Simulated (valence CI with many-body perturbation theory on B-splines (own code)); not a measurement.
**E1 line list for Ce26+**

Method: configuration interaction combined with many-body perturbation theory (CI+MBPT): four valence electrons over a frozen Dirac-Fock core [Ar] 3d10, a basis of 11 s, 11 p, 9 d, 7 f, 5 g, 2 h, 1 i functions for each j, with the one-electron correlation potential Σ1, the two-electron term Σ2, the three-electron term Σ3, Breit, model QED; selected CI, second order for the rest (own B-spline code, finite nucleus).

The last digits are not significant, and no measured levels were compared; by estimate large intervals hold to a few tenths of a per cent, small ones and those within an open d or f shell to about a per cent.

Lines 51 to 100 of 231 in falling wavelength, among levels below 234.39 eV, chosen from the strongest by gf and those to the six lowest levels. Wavelengths and rates use the calculated energies. Electric multipoles are in the length gauge, E1 and E2 with the static RPA response of the core. Weak lines are less certain than strong ones. Lines between different terms over intervals too small for the method are left out, as are lines whose strength nearly cancels. Where a level lies close to another of its J and parity, the split of strength between their lines is uncertain. The highest levels of a list are the least certain.

Levels are named by their leading jj configuration (3d3/2^4 stands for four electrons in 3d with j = 3/2), which in mixed levels can hold well under half, so a name can repeat and another be missing. Letters in brackets count levels of one name in rising energy.

```tsv
λ vac (nm)	Upper	Lower	A (s⁻¹)	log gf	Branch %
14.74	(4s 4p1/2 4p3/2 4d5/2) J=3 [d]	(4s^2 4p1/2 4d5/2) J=2 [b]	2.20e+10	-0.30	9.8
14.70	(4s^2 4p1/2 4d5/2) J=2 [a]	(4s^2 4p3/2^2) J=2	1.01e+10	-0.79	7.8
14.66	(4s 4p1/2 4p3/2 4d5/2) J=4 [b]	(4s^2 4p1/2 4d5/2) J=3	6.03e+09	-0.76	6.4
14.62	(4s^2 4p1/2 4d3/2) J=1	(4s^2 4p3/2^2) J=2	1.30e+08	-2.90	0.0
14.49	(4s 4p1/2 4p3/2 4d3/2) J=1 [b]	(4s 4p1/2 4p3/2^2) J=2 [b]	9.57e+09	-1.04	12.0
14.47	(4p1/2 4p3/2^3) J=2	(4s 4p1/2 4p3/2^2) J=2 [b]	1.62e+10	-0.60	15.2
14.47	(4s 4p1/2 4p3/2 4d5/2) J=3 [c]	(4s^2 4p1/2 4d5/2) J=2 [a]	8.32e+09	-0.74	3.6
14.40	(4s 4p1/2 4p3/2 4d5/2) J=3 [d]	(4s^2 4p1/2 4d5/2) J=2 [a]	2.45e+10	-0.27	10.8
14.36	(4s^2 4p1/2 4d5/2) J=2 [b]	(4s^2 4p3/2^2) J=2	2.82e+10	-0.36	16.9
14.31	(4s 4p1/2 4p3/2 4d5/2) J=4 [c]	(4s^2 4p1/2 4d5/2) J=3	3.67e+10	0.01	87.5
14.23	(4s 4p1/2 4p3/2 4d5/2) J=3 [c]	(4s^2 4p1/2 4d5/2) J=3	9.02e+09	-0.72	3.8
14.17	(4s 4p1/2 4p3/2 4d3/2) J=3 [b]	(4s^2 4p1/2 4d3/2) J=2	2.53e+10	-0.27	25.7
14.07	(4s 4p1/2 4p3/2 4d5/2) J=3 [b]	(4s^2 4p1/2 4d3/2) J=2	8.92e+09	-0.73	9.1
14.07	(4s 4p1/2 4p3/2 4d5/2) J=2 [b]	(4s^2 4p1/2 4d3/2) J=2	1.62e+10	-0.62	8.4
14.03	(4s 4p1/2 4p3/2 4d3/2) J=2 [c]	(4s^2 4p1/2 4d3/2) J=1	4.12e+10	-0.22	10.5
13.97	(4s 4p1/2 4p3/2 4d3/2) J=1 [d]	(4s^2 4p1/2 4d3/2) J=2	1.70e+10	-0.83	7.8
13.95	(4s 4p1/2 4p3/2^2) J=2 [b]	(4s^2 4p1/2 4p3/2) J=2	3.97e+10	-0.24	89.0
13.86	(4s 4p1/2 4p3/2^2) J=1 [a]	(4s^2 4p1/2 4p3/2) J=2	6.49e+08	-2.25	0.8
13.85	(4s 4p3/2^3) J=1	(4s^2 4p3/2^2) J=0	2.04e+10	-0.75	8.2
13.82	(4s 4p1/2 4p3/2^2) J=0	(4s^2 4p1/2 4p3/2) J=1	4.59e+10	-0.88	100.0
13.80	(4s 4p1/2^2 4p3/2) J=1	(4s^2 4p1/2^2) J=0	4.93e+10	-0.37	83.9
13.71	(4s 4p1/2 4p3/2 4d5/2) J=1 [b]	(4s^2 4p1/2 4d5/2) J=2 [b]	1.33e+10	-0.95	5.1
13.59	(4s 4p1/2 4p3/2 4d5/2) J=2 [c]	(4s^2 4p1/2 4d3/2) J=1	9.33e+09	-0.89	3.6
13.52	(4s 4p1/2 4p3/2 4d5/2) J=2 [c]	(4s^2 4p1/2 4d5/2) J=2 [a]	9.26e+09	-0.90	3.6
13.51	(4s 4p1/2 4p3/2^2) J=2 [b]	(4s^2 4p1/2 4p3/2) J=1	1.26e+09	-1.76	2.8
13.48	(4p1/2^2 4p3/2^2) J=0	(4s 4p1/2^2 4p3/2) J=1	6.92e+10	-0.72	62.1
13.48	(4s 4p1/2 4p3/2 4d5/2) J=1 [b]	(4s^2 4p1/2 4d3/2) J=1	1.16e+10	-1.02	4.4
13.44	(4s 4p1/2 4p3/2^2) J=1 [a]	(4s^2 4p1/2 4p3/2) J=1	6.43e+10	-0.28	77.6
13.41	(4s 4p1/2 4p3/2 4d5/2) J=1 [b]	(4s^2 4p1/2 4d5/2) J=2 [a]	3.32e+10	-0.57	12.6
13.32	(4s 4p1/2 4p3/2 4d5/2) J=2 [e]	(4s^2 4p1/2 4d5/2) J=2 [b]	3.28e+10	-0.36	8.3
13.31	(4s 4p1/2 4p3/2 4d5/2) J=3 [e]	(4s^2 4p1/2 4d5/2) J=3	6.02e+10	0.05	26.1
13.25	(4p1/2 4p3/2^3) J=2	(4s 4p1/2 4p3/2^2) J=3	3.34e+10	-0.36	31.4
13.24	(4p1/2^2 4p3/2^2) J=2	(4s 4p1/2^2 4p3/2) J=2	1.39e+10	-0.74	21.9
13.23	(4s 4p1/2 4p3/2 4d3/2) J=1 [f]	(4s^2 4p1/2 4d3/2) J=1	3.33e+10	-0.58	7.7
13.14	(4s 4p1/2 4p3/2 4d5/2) J=2 [d]	(4s^2 4p1/2 4d5/2) J=3	1.07e+11	0.14	44.0
13.11	(4s 4p1/2 4p3/2 4d3/2) J=1 [e]	(4s^2 4p1/2 4d3/2) J=2	6.15e+10	-0.32	21.4
13.06	(4s 4p1/2 4p3/2^2) J=1 [b]	(4s^2 4p1/2 4p3/2) J=2	1.40e+11	0.03	63.2
13.04	(4s 4p1/2 4p3/2 4d5/2) J=2 [e]	(4s^2 4p1/2 4d5/2) J=2 [a]	1.84e+10	-0.63	4.6
12.91	(4s 4p3/2^3) J=1	(4s^2 4p3/2^2) J=2	1.20e+11	-0.05	48.3
12.84	(4s 4p1/2 4p3/2 4d5/2) J=2 [e]	(4s^2 4p1/2 4d5/2) J=3	2.31e+10	-0.54	5.8
12.72	(4s 4p1/2 4p3/2 4d3/2) J=3 [b]	(4s 4p1/2 4p3/2^2) J=2 [b]	6.86e+09	-0.93	7.0
12.68	(4s 4p1/2 4p3/2^2) J=1 [b]	(4s^2 4p1/2 4p3/2) J=1	3.68e+10	-0.57	16.6
12.59	(4s 4p1/2 4p3/2 4d3/2) J=1 [e]	(4s 4p1/2 4p3/2^2) J=1 [b]	2.83e+10	-0.70	9.9
12.57	(4s 4p1/2 4p3/2 4d3/2) J=2 [c]	(4s^2 4p1/2 4d3/2) J=2	3.29e+10	-0.41	8.4
12.57	(4s 4p1/2 4p3/2 4d3/2) J=1 [d]	(4s 4p1/2 4p3/2^2) J=2 [b]	6.46e+10	-0.34	29.6
12.56	(4s 4p1/2 4p3/2 4d3/2) J=1 [b]	(4s 4p1/2 4p3/2^2) J=2 [a]	4.05e+10	-0.54	50.6
12.55	(4s 4p1/2^2 4d3/2) J=1	(4s 4p1/2^2 4p3/2) J=2	2.22e+09	-1.80	16.1
12.54	(4s^2 4p1/2 4d3/2) J=2	(4s^2 4p1/2 4p3/2) J=2	5.70e+10	-0.17	89.8
12.25	(4s^2 4p3/2 4d3/2) J=1	(4s^2 4p3/2^2) J=0	3.31e+09	-1.65	0.9
12.22	(4s 4p1/2^2 4d3/2) J=2	(4s 4p1/2^2 4p3/2) J=2	3.04e+10	-0.47	72.5
```

Task: How does gf follow from A for the line at 13.97 nm?

Result: gf = 1.4992 × (2J+1)_upper × A / σ², with σ = 715637 cm⁻¹ and 2J+1 = 3: gf = 0.149.
